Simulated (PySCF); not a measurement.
# Radial density of Tc (technetium, neutral)

UHF, [Kr] 4d7, high-spin 4F determinant (an excited configuration). Calculation: PySCF 2.14, in def2-TZVPPD with the def2 core potential (28 electrons) (6s4p3d2f1g, 56 functions); a scalar-relativistic core potential. This is the valence pseudo-density: the core potential removes the inner electrons and smooths the orbitals near the nucleus.

```
r (bohr)  4πr²ρ (e/bohr)  4πr²(ρα − ρβ)
  0.0695       4.382e-05         0.0000
   0.117       0.0002989         0.0000
   0.197        0.003431         0.0004
   0.331         0.08171         0.0097
   0.557           2.249         0.1760
   0.936           11.96         1.2857
    1.57           7.297         1.7491
    2.65           1.560         0.5708
    4.45          0.1756         0.0457
    7.49       0.0001704         0.0000
```

Energies and moments cover only the electrons outside the core potential.
